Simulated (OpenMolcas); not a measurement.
An atom or ion with 49 electrons was computed by XMS-RASPT2, IPEA 0.25 Eh, imaginary shift 0.1 Eh with spin-orbit coupling (OpenMolcas, ANO-RCC-VTZP, DKH2). The lowest levels that the run gave, each within 12 % of the measured value where one is at hand:

```
  J  Parity  E (cm-1)      g
1/2     odd       0.0  0.666
3/2     odd      2150  1.334
1/2    even     34690  2.671
3/2    even     35420  1.734
5/2    even     36590  1.598
```

Question: Which ion is it, and what are the configurations and terms?

Answer: In I (Z = 49, neutral; active space 3 electrons in 9 orbitals (RAS2 5s 5p; RAS3 5d, at most 2 electrons)). J, parity and g give the terms where levels are pure, and mixed ones are named by the computed weights; the size of the splittings, set against known spectra of the 49-electron sequence, gives the charge. In order, with the measured energies in cm-1 (NIST Handbook of Basic Atomic Spectroscopic Data): 5s2 5p 2P* 1/2, 5s2 5p 2P* 3/2 (2213), 5s 5p2 4P 1/2 (34978), 5s 5p2 4P 3/2 (36021), 5s 5p2 4P 5/2 (37452).

CASPT2 does not keep the components of a term degenerate, so their means are used; among the terms shown or strongly mixed into the levels shown the widest spread is 33 cm-1 (5s2 5p 2P*). Some high roots are left out of the spin-orbit mixing, which shifts the levels that they would mix with. Active for correlation alone: 5d; no level in the range computed is led by a configuration that fills it, so any true level of that kind is missing. Measured partners are found by configuration, term and J. A level has none where our copy of the source lacks it or the pairing is in doubt (some pairs that miss far off the trend of their configuration count as doubtful), and it then counts in no deviation. Levels of configurations outside the active space are missing.

* marks odd parity.
